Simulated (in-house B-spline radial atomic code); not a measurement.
Multiplet parameters of the 5p2 shell in I³⁺ ([Kr] 4d10 5s2 5p2). Level of theory: non-relativistic Hartree-Fock, average of configuration, point nucleus; calculated with a B-spline radial code for spherical atoms.

Slater integrals: F^2 = 50215 cm⁻¹. Central-field spin-orbit parameter ζ(5p) = 6264 cm⁻¹ (bare central field on non-relativistic orbitals, without two-electron terms: too large for light atoms, too small for heavy ones).

With F₂ = F^2/25 = 2009 cm⁻¹:

Where do the terms lie in LS coupling, without spin-orbit interaction?

In cm⁻¹ above the Hund's-rule term:
| term | expression | energy |
| --- | --- | --- |
| 3P | 0 F₂ | 0 |
| 1D | 6 F₂ | 12052 |
| 1S | 15 F₂ | 30129 |

Is LS coupling a fair picture here?

Unscaled Hartree-Fock integrals overestimate measured term splittings, because correlation screens the repulsion; fits to spectra scale them down, most for low charges. Here ζ is 3.12 times F₂, so the coupling is intermediate: spin-orbit interaction mixes the terms, and LS labels name only the largest part.
